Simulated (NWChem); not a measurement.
System: C$_{2}$H$_{8}$OSi; SMILES O(C[SiH3])C

Input file for NWChem:

```
start job
memory heap 200 mb stack 900 mb global 1100 mb
geometry units angstroms noautosym nocenter noautoz
  C      0.713155     1.822756     0.237933
  O     -0.346850     1.212227    -0.458961
  C     -0.852406     0.050274     0.179384
  Si     0.191538    -1.537294    -0.124044
  H      1.015946     2.719520    -0.337082
  H      0.407478     2.145332     1.264624
  H      1.603870     1.157159     0.345350
  H     -0.996647     0.212583     1.278021
  H     -1.864431    -0.135329    -0.241794
  H      1.597381    -1.396950     0.393772
  H      0.255051    -1.830124    -1.597062
  H     -0.462337    -2.694265     0.586090
end
basis spherical
  * library def2-svp
end
dft
  xc pbe0
  iterations 150
end
cosmo
  do_cosmo_smd true
  solvent etoac
end
task dft energy
```

Geometry: optimised at PBE-D3(BJ)/def2-SVP. Solvent: ethyl acetate.

Level: PBE0/def2-SVP with SMD (1 M gas to 1 M solution), gas-phase geometry. Reactions with the solvent are ignored.

Task: Predict the main results of this run. (PBE0/def2-SVP, SMD on the gas-phase geometry.) Quantities: solvation free energy (kcal/mol); cavity-dispersion-structure term (kcal/mol); dipole in solution (D).

Result: 
```
Property                                     Value
-------------------------------------------  -----
solvation free energy (kcal/mol)              -2.1
cavity-dispersion-structure term (kcal/mol)   -0.2
dipole in solution (D)                        1.46
```
